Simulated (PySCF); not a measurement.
O$_{2}$S, charge +1, doublet, geometry from GFN2-xTB (a state made from the parent by changing its charge; the spin is typed, not shown lowest). Base run: TPSS/aug-cc-pVDZ (PySCF).

Here is a job for PySCF.
```python
from pyscf import gto, scf, dft

mol = gto.Mole()
mol.atom = '''
    S     0.01164702   -0.00345740    0.31572720
    O    -0.03156227    1.26296905   -0.30120014
    O     0.00826823   -1.25605426   -0.33025426
'''
mol.basis = 'aug-cc-pvdz'
mol.charge = 1
mol.spin = 1
mol.verbose = 4
mol.build()

mf = dft.UKS(mol)
mf.xc = 'tpss'
mf.kernel()
mf.analyze()
```

Each row names what was changed in the base input (with any setting that the change needs).

| change | ΔE vs base (mEh) | fitting functions |
|---|---|---|
| base | 0.000 | - |
| auxbasis = def2-universal-jfit | -0.162 | 149 |
| auxbasis = cc-pvqz-jkfit | -0.027 | 360 |
| auxbasis = def2-universal-jkfit | -0.039 | 282 |
| auxbasis = even-tempered beta=3.0 | -0.759 | 360 |
| auxbasis = cc-pvtz-jkfit | -0.038 | 279 |
| auxbasis = cc-pvtz-ri | -13.965 | 284 |
| auxbasis = def2-tzvp-ri | -15.065 | 265 |
| auxbasis = cc-pvdz-jkfit | -0.057 | 252 |
| auxbasis = even-tempered beta=1.6 | 0.000 | 790 |

A fitting set is made for a task (jfit for Coulomb, jkfit for Coulomb and exchange, ri for correlation) and for a family of orbital bases.

Open shells are given as the SCF converged; they aren't shown to be the lowest states, and a large step between rows can be another state.
